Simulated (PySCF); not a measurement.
C4F6. Atoms are numbered in the order given.

```xyz
10

F     -1.5903     0.0000     1.8857
C     -0.6709     0.0000     0.9655
C      0.6709     0.0000     0.9655
F      1.5903     0.0000     1.8857
C      0.7810     0.0000    -0.5309
F      1.3344     1.0827    -1.0877
F      1.3344    -1.0827    -1.0877
C     -0.7810     0.0000    -0.5309
F     -1.3344    -1.0827    -1.0877
F     -1.3344     1.0827    -1.0877
```

Coordinates come from a PBE0-D3(BJ)/def2-SVP optimisation.

Level of theory: TDA-PBE0/def2-SVPD in PySCF.

Vertical excitations. The molecule is in vacuum. State labels are in the subgroup C2v.

Computed lowest excited states:
```json
[
 {"state": "S1", "symmetry": "A2", "energy (eV)": "7.13", "λ (nm)": "174", "f": "0.000", "main pairs": "HOMO−1→LUMO 99 %"},
 {"state": "S2", "symmetry": "B2", "energy (eV)": "7.31", "λ (nm)": "170", "f": "0.028", "main pairs": "HOMO→LUMO+1 98 %"},
 {"state": "S3", "symmetry": "A1", "energy (eV)": "8.23", "λ (nm)": "151", "f": "0.005", "main pairs": "HOMO−1→LUMO+1 98 %"},
 {"state": "S4", "symmetry": "B1", "energy (eV)": "8.33", "λ (nm)": "149", "f": "0.352", "main pairs": "HOMO→LUMO 88 %"},
 {"state": "S5", "symmetry": "B2", "energy (eV)": "9.21", "λ (nm)": "135", "f": "0.017", "main pairs": "HOMO−2→LUMO 95 %"},
 {"state": "S6", "symmetry": "A2", "energy (eV)": "9.32", "λ (nm)": "133", "f": "0.000", "main pairs": "HOMO→LUMO+2 94 %"},
 {"state": "T1", "symmetry": "B1", "energy (eV)": "4.72", "λ (nm)": "263", "f": "0", "main pairs": "HOMO→LUMO 98 %"},
 {"state": "T2", "symmetry": "A2", "energy (eV)": "6.80", "λ (nm)": "182", "f": "0", "main pairs": "HOMO−1→LUMO 98 %"}
]
```
Triplets are in the Tamm–Dancoff approximation.
